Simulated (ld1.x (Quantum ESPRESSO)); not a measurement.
**I (Z = 53): variants of one TM potential**

Base potential:

ld1.x (Quantum ESPRESSO) 7.5 input, shortened:

```
&input
   title='I', zed=53., rel=1, dft='PZ', iswitch=3,
   config='[Kr] 4d10 5s2 5p5'
 /
 &inputp
   pseudotype=2, tm=.true., lloc=-1, rcloc=0.90,
   nlcc=.true., rcore=0.70
 /
3
5S  1  0   2.00   0.00  1.55  1.55  0.0
4P  2  1   6.00   0.00  0.90  0.90  0.0
4D  3  2  10.00   0.00  1.20  1.20  0.0
 &test
   configts(1)='4p6 4d10 5s2 5p5'
 /
```

Occupied shells without a wave of their own: 5p. They enter only through the test configuration that unscreens the potential, and ld1.x also counts them in the model core charge.

All-electron outer shells of the reference configuration (LDA (PZ), scalar-relativistic, ld1.x):

```json
{"shell": "3d", "level (eV)": "-606.22", "outermost node (bohr)": "–", "outermost maximum (bohr)": "0.23"}
{"shell": "4s", "level (eV)": "-180.16", "outermost node (bohr)": "0.37", "outermost maximum (bohr)": "0.68"}
{"shell": "4p", "level (eV)": "-127.33", "outermost node (bohr)": "0.37", "outermost maximum (bohr)": "0.72"}
{"shell": "4d", "level (eV)": "-50.33", "outermost node (bohr)": "0.35", "outermost maximum (bohr)": "0.78"}
{"shell": "5s", "level (eV)": "-17.65", "outermost node (bohr)": "0.88", "outermost maximum (bohr)": "1.70"}
{"shell": "5p", "level (eV)": "-7.25", "outermost node (bohr)": "0.96", "outermost maximum (bohr)": "2.02"}
```

Cutoffs, loose and tight: the cutoffs (Ry, on a coarse ladder) from which the occupation-weighted sum of valence levels, in a spherical-Bessel basis at the reference potential, stays within 10 and 1 mRy of its value at 400 Ry. They do not see the model core or the augmentation charge, which bear on the density cutoff. Test errors are all-electron minus pseudo excitation energies from the reference, over the configurations 4p6 4d10 5s2 5p4; 4p6 4d10 5s2 5p3; 4p6 4d10 5s2 5p2; 4p6 4d10 5s1 5p6; 4p6 4d10 5s2 5p1; 4p6 4d10 5s1 5p5; 4p6 4d10 5s2 5p5.3 (two spin-polarised tests are not counted in the largest error). A dash means not determined; rows that change the core or the reference have their own tests.

With those shells counted twice in exchange and correlation these files are broken, and their errors move erratically; no question is asked of them.

A true bound ghost makes a file unfit for plane-wave use even where its test errors are small: the radial tests pick states by their node count and pass the ghost by.

| change | outcome | cutoff, loose | cutoff, tight | bound ghosts | largest test error (meV) |
| --- | --- | --- | --- | --- | --- |
| base | generated, misses its reference levels by 0.25 eV | 230 Ry | 300 Ry | s | -3581 |
| core correction none | generated, misses its reference levels by 0.25 eV | 230 Ry | 300 Ry | s | -1989 |
| core correction a·sin(br)/r model core inside 0.40 bohr | generated, misses its reference levels by 0.25 eV | 230 Ry | 300 Ry | s | -3583 |
| core correction a·sin(br)/r model core inside 0.46 bohr | generated, misses its reference levels by 0.25 eV | 230 Ry | 300 Ry | s | -3583 |
| core correction a·sin(br)/r model core inside 0.60 bohr | generated, misses its reference levels by 0.25 eV | 230 Ry | 300 Ry | s | -3582 |
| core correction a·sin(br)/r model core inside 0.66 bohr | generated, misses its reference levels by 0.25 eV | 230 Ry | 300 Ry | s | -3581 |
| core correction a·sin(br)/r model core inside 0.80 bohr | generated, misses its reference levels by 0.25 eV | 230 Ry | 300 Ry | s | -3581 |
| core correction a·sin(br)/r model core inside 0.88 bohr | generated, misses its reference levels by 0.25 eV | 230 Ry | 300 Ry | s | -3580 |
| core correction a·sin(br)/r model core inside 0.98 bohr | generated, misses its reference levels by 0.25 eV | 230 Ry | 300 Ry | s | -3580 |
| core correction a·sin(br)/r model core inside 1.06 bohr | generated, misses its reference levels by 0.25 eV | 230 Ry | 300 Ry | s | -3580 |
